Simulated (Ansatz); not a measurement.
Consider the redistribution: `[BH2][GeH2][CH2][SiH3]` + `CB(C)BN` → `[BH2][GeH2][BH]N` + `CB(C)C[SiH3]`.

Isolated molecules relaxed with PBE0-D4/def2-TZVP in Ansatz; ΔE leaves out vibrations. CBS: MP2 limit from def2 TZ/QZ plus the TZ coupled-cluster correction, frozen cores. DFT in def2-TZVPP. For Ge outer-core shells are correlated without core-valence functions, which leaves a few kJ/mol of doubt a bond. Scalar relativity is left out up to krypton. One conformer a species, not always the lowest.

`[BH2][GeH2][CH2][SiH3]`:

Cartesian coordinates in Å:
```
B -0.884 2.131 0.104
Ge -1.223 0.202 -0.524
C 0.437 -0.827 -0.765
Si 1.337 -1.099 0.846
H 0.173 2.659 -0.078
H -1.749 2.770 0.624
H -2.153 -0.574 0.432
H -1.962 0.289 -1.883
H 1.077 -0.273 -1.457
H 0.201 -1.788 -1.230
H 0.524 -1.952 1.754
H 2.663 -1.748 0.651
H 1.558 0.210 1.526
```

`CB(C)BN`:

Cartesian coordinates in Å:
```
C 0.599 -1.110 -1.224
B -0.212 -0.161 -0.270
C -1.697 -0.544 0.071
B 0.476 1.263 0.314
N 1.240 1.383 1.473
H -0.021 -1.726 -1.883
H 1.387 -0.628 -1.807
H 1.114 -1.812 -0.548
H -2.306 -0.021 -0.685
H -2.062 -0.194 1.039
H -1.923 -1.608 -0.045
H 0.315 2.288 -0.307
H 1.636 2.254 1.783
H 1.455 0.614 2.086
```

`[BH2][GeH2][BH]N`:

```xyz
11

B    -0.139   -2.201    0.407
Ge    0.753   -0.585   -0.475
B     0.075    1.130    0.480
N    -0.757    2.013   -0.185
H    -1.161   -2.652   -0.018
H     0.311   -2.676    1.408
H     0.418   -0.494   -1.983
H     2.289   -0.655   -0.348
H     0.378    1.376    1.612
H    -1.111    2.856    0.239
H    -1.055    1.888   -1.138
```

`CB(C)C[SiH3]`:

Cartesian coordinates in Å:
```
C -1.605 0.594 0.748
B -0.087 0.554 0.351
C 0.562 1.796 -0.355
C 0.769 -0.722 0.610
Si 0.511 -1.921 -0.817
H -2.198 0.512 -0.173
H -1.885 1.560 1.181
H -1.933 -0.204 1.418
H -0.150 2.427 -0.894
H 1.396 1.548 -1.016
H 0.984 2.424 0.444
H 0.469 -1.273 1.507
H 1.847 -0.529 0.643
H 0.891 -1.290 -2.110
H 1.344 -3.140 -0.632
H -0.915 -2.336 -0.905
```

Is it downhill or uphill in electronic energy at CCSD(T)/CBS, and by how much? (An estimate is asked.)

Computed: Downhill: ΔE = -0.64 eV.

What do these levels give: PBE-D4, PBE0-D4, ωB97X-V, B2PLYP, r2SCAN, PBE0, HF/def2-TZVPP, MP2/def2-TZVPP, SCS-MP2/def2-TZVPP, CCSD(T)/def2-TZVPP, MP2/def2-QZVPP, CCSD/CBS(def2)? (An estimate is asked.)

Ansatz gave: PBE-D4 -0.68, PBE0-D4 -0.66, ωB97X-V -0.60, B2PLYP -0.63, r2SCAN -0.69, PBE0 -0.65, HF/def2-TZVPP -0.52, MP2/def2-TZVPP -0.65, SCS-MP2/def2-TZVPP -0.60, CCSD(T)/def2-TZVPP -0.63, MP2/def2-QZVPP -0.65, CCSD/CBS(def2) -0.62 eV.

Largest T1 diagnostic among the species: 0.014.

In def2-TZVPP, CCSD(T) changes the Hartree–Fock value by −0.11 eV (the triples alone add −0.02 eV) and MP2 by −0.13 eV.
